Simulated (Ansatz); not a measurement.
CH$_{5}$SeSi, SMILES `C[SiH2][Se]` radical, 8 atoms. Total charge 0; spin multiplicity 2. Correlated methods include outer-core shells of Se, which these sets cover unevenly. Scalar relativity is left out up to krypton. All runs use 4 threads of an Arm Neoverse V1 on a shared host. Correlated methods freeze the cores. Open-shell runs search over several starts.

Q: Give the basis size and wall time and peak host memory of each of these runs in Ansatz. UKS ωB97M-V/def2-TZVPP energy and forces; UKS PBE0-D4/def2-SVP energy; UHF-CCSD(T)/def2-TZVPP energy; UKS r2SCAN-D4/def2-TZVPP energy and forces; UKS PBE0-D4/def2-TZVP frequencies; UKS PBE0-D4/def2-TZVP relaxation (5 steps); UHF-CCSD(T)/def2-SVP energy; UKS ωB97M-V/def2-SVP energy; direct RPA on PBE orbitals/def2-TZVPP energy; UKS ωB97X-V/def2-TZVPP energy; UHF-MP2/def2-QZVPP energy; UKS BHLYP-D4/def2-TZVPP energy. (An estimate is asked.)

A: Ansatz gave: Other jobs shared the machine, so times are rough.

```csv
level,job,functions,wall time,peak host memory (GiB)
UKS PBE0-D4/def2-SVP,energy,89,3.6 s,0.38
UHF-CCSD(T)/def2-SVP,energy,89,9 s,0.56
direct RPA on PBE orbitals/def2-TZVPP,energy,191,11 s,0.54
UKS BHLYP-D4/def2-TZVPP,energy,191,12 s,0.89
UKS ωB97M-V/def2-SVP,energy,89,15 s,0.47
UKS r2SCAN-D4/def2-TZVPP,energy and forces,191,24 s,0.52
UKS ωB97X-V/def2-TZVPP,energy,191,27 s,1.1
UKS ωB97M-V/def2-TZVPP,energy and forces,191,37 s,1.1
UKS PBE0-D4/def2-TZVP,relaxation (5 steps),146,44 s,0.69
UHF-MP2/def2-QZVPP,energy,366,52 s,1.8
UKS PBE0-D4/def2-TZVP,frequencies,146,120 s,0.68
UHF-CCSD(T)/def2-TZVPP,energy,191,3.7 min,5.3
```
